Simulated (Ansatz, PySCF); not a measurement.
The pair A = SiH4 (SMILES [SiH4]) (first 5 atoms), B = CHN (SMILES C#N); geometry from B3LYP-D3(BJ)/def2-TZVP.
(charge 0, multiplicity 1):
```xyz
8

Si     0.14733     0.13955     0.02510
H     -0.52058     1.42006     0.34304
H     -0.59881    -0.96455     0.67924
H      1.53251     0.15006     0.54315
H      0.15037    -0.08618    -1.43615
C     -0.45315    -0.44648     3.89856
N     -0.15173     0.15291     4.82797
H     -0.73008    -0.99788     3.02761
```

Frozen-core correlation. CBS: X⁻³ extrapolation of the correlation energy, Hartree–Fock from the larger set. MP2 and its Hartree–Fock in aug-cc-pV(T+d)Z are density fitted.

Programs: Ansatz (a first-principles code) with Gaussian orbitals; PySCF for the dispersion terms. Each number belongs to the level named beside it.

The monomers are drawn apart, rigid, along the line of their centres of mass. Counterpoise-corrected interaction energies (kcal/mol):

```json
[
 {"level": "PBE/def2-TZVPPD", "R = 5.296 Å": "-0.2264", "R = 6.237 Å": "-0.0601"},
 {"level": "PBE-D3(BJ)/def2-TZVPPD", "R = 5.296 Å": "-0.4824", "R = 6.237 Å": "-0.1514"},
 {"level": "wB97M-V/def2-TZVPPD", "R = 5.296 Å": "-0.3175", "R = 6.237 Å": "-0.1150"},
 {"level": "MP2/CBS(aug-cc-pV(D+d)Z, aug-cc-pV(T+d)Z) + ΔCCSD(T)/aug-cc-pV(D+d)Z", "R = 5.296 Å": "-0.3267", "R = 6.237 Å": "-0.1108"}
]
```

Task: R is the distance of the centres of mass. Find the local exponent m of E ∝ R⁻ᵐ between the two points.

Result: 
m = ln(E₁/E₂)/ln(R₂/R₁): PBE/def2-TZVPPD 8.1; PBE-D3(BJ)/def2-TZVPPD 7.1; wB97M-V/def2-TZVPPD 6.2; MP2/CBS(aug-cc-pV(D+d)Z, aug-cc-pV(T+d)Z) + ΔCCSD(T)/aug-cc-pV(D+d)Z 6.6. For scale, two fixed dipoles give m = 3, dipole and quadrupole 4, quadrupoles 5, and dispersion or dipole-induced dipole 6 at long range; at these distances several terms mix, and what is left of overlap and damping shifts m, so it need not match one of them.
